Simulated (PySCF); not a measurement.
## Bi³⁺: interval between two levels

Bi³⁺ [Xe] 4f14 5d10 6s2 → Bi³⁺ [Xe] 4f14 5d9 6s2 6p1 [3F4, M_J = 4], as a difference of total energies. Calculation: PySCF 2.14, in x2c-SVPall-2c with one added diffuse shell each of s, p type (8s12p7d2f, 93 functions); the two-component X2C-1e Hamiltonian. Correlated levels: [Kr] 4d10 4f14 frozen; the 22 highest virtual spinors dropped. "Screened" scales the spin-orbit matrix elements by Boettger's factors to mimic the two-electron term; Breit and QED terms are absent.

```tsv
method	interval between two levels (cm⁻¹)
GHF (spin-free)	226920
GMP2 (spin-free)	231270
GHF (screened spin-orbit)	224240
GMP2 (screened spin-orbit)	227850
```

The labels give the starting determinants; with spin-orbit coupling the two ends relaxed to ⟨J²⟩ = 0.00, ⟨L²⟩ = 0.20, ⟨S²⟩ = 0.20 and ⟨J²⟩ = 20.01, ⟨L²⟩ = 12.20, ⟨S²⟩ = 2.19.
